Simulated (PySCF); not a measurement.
Si(Me)(OH)2(PH2) (CH7O2PSi), SMILES C[Si](O)(O)P. The structure is a stationary point at PBE-D3(BJ)/def2-SVP. This is a generated structure with no PubChem entry under its InChIKey; it may be hypothetical. One conformer was computed; it need not be the lowest.

### Question
Give the equilibrium geometry at PBE-D3(BJ)/def2-SVP (PySCF confirms it by a frequency run) as Cartesian coordinates in Å. (An estimate is asked for; the answer gives what the named calculation found.)

### Answer
This is not unique; one that fits is 
```xyz
12

C      1.9653     0.0538    -0.5222
Si     0.2291     0.2617     0.1522
O     -0.4479     1.7413    -0.2860
O      0.4029     0.1106     1.8206
P     -1.3267    -1.2169    -0.5980
H      2.3729    -0.9421    -0.2568
H      1.9753     0.1528    -1.6258
H      2.6460     0.8198    -0.0950
H      0.1266     2.5086    -0.1126
H     -0.4377     0.1547     2.3103
H     -1.0326    -0.9323    -1.9795
H     -0.3882    -2.3100    -0.5447
```
Charge 0, spin multiplicity 1.
